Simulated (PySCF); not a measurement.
# What a mistake does to a calculation on BCH5NSi cation

These are calculations, not measurements. They come from PySCF 2.14.0, an open-source quantum chemistry program, on an isolated molecule that a program drew, which may never have been made. The molecule is BCH5NSi cation (charge +1, singlet), drawn as the SMILES string `C=B[SiH+]N`.

Each row is a Hartree-Fock (HF) and frozen-core CCSD(T) single point in the cc-pV(D+d)Z basis, meant for a local HF minimum. Run 1 is clean. Each other run has one planted mistake out of seven kinds, and not every kind appears here: one electron removed, one electron added, multiplicity raised by two, geometry at a saddle point, minimal basis STO-3G, one bond length entered in bohr, all coordinates scaled. The reference is restricted for singlets and unrestricted otherwise, and also for a bond in bohr. Adding or removing an electron swaps singlet and doublet. Electrons count all cores. HOMO and LUMO are orbital energies over both spins, the gradient is its largest component, and the lowest frequency (negative if imaginary) is given only where the gradient is small. Bond lengths are over the 8 bonds as drawn. T1 is the CCSD diagnostic: over 0.02 (restricted) or 0.045 (unrestricted) a single reference is doubtful.

Geometry of the clean run:
```xyz
9
BCH5NSi cation, angstrom
C    -4.7586   -0.0673    1.9172
B    -3.6438   -0.8767    1.7575
Si   -2.1216   -2.0601    1.5663
N    -0.7173   -1.5803    0.8722
H    -5.6695   -0.4318    2.3850
H    -4.7839    0.9673    1.5867
H    -2.1566   -3.4413    2.0349
H     0.0772   -2.1900    0.7702
H    -0.5413   -0.6618    0.5017
```

```
run,electrons,basis functions,<S^2>,HOMO (eV),LUMO (eV),gradient (hartree/bohr),lowest frequency (cm^-1),mean bond (Å),longest bond (Å),T1,HF (hartree),CCSD(T) (hartree),mistake
1,36,90,0.000,-13.98,-4.38,4.2e-05,130,1.3260,1.938,0.0189,-408.56458,-409.08088,no fault
2,36,90,0.000,-14.14,-4.30,1.8e-02,-,1.3008,1.901,0.0181,-408.56087,-409.07269,all coordinates scaled
3,35,90,0.756,-22.53,-11.87,5.8e-02,-,1.3260,1.938,0.0216,-408.09659,-408.56531,one electron removed
4,36,29,0.000,-12.43,-1.34,4.1e-02,-,1.3260,1.938,0.0246,-403.78221,-404.03448,minimal basis STO-3G
5,36,90,0.936,-13.88,-4.94,3.0e-02,-,1.4379,1.938,0.0824,-408.41029,-408.93086,?
```

**Which mistake was planted in run 5, and what did it cost?**

The mean bond changes by a factor of 1.084 and the longest by 1.000, so the molecule wasn't scaled as a whole. A length L in bohr read as angstrom grows by (1/0.5292 - 1) L = 0.890 L. The 8 bonds together grew by 8 x 0.1119 = 0.895 Å, which gives L = 1.006 Å. That is the length of one of the H-N bonds, 1.007 Å in the clean geometry. So the mistake is: one bond length entered in bohr. Subtracting run 1 and multiplying by 627.51 kcal/mol a hartree, the energy moved by 96.8 kcal/mol in HF and 94.1 kcal/mol in CCSD(T).

Cautions from the logs. Run 4: T1 is over the limit, so its CCSD(T) energy is less reliable; run 5: T1 is over the limit, so its CCSD(T) energy is less reliable.
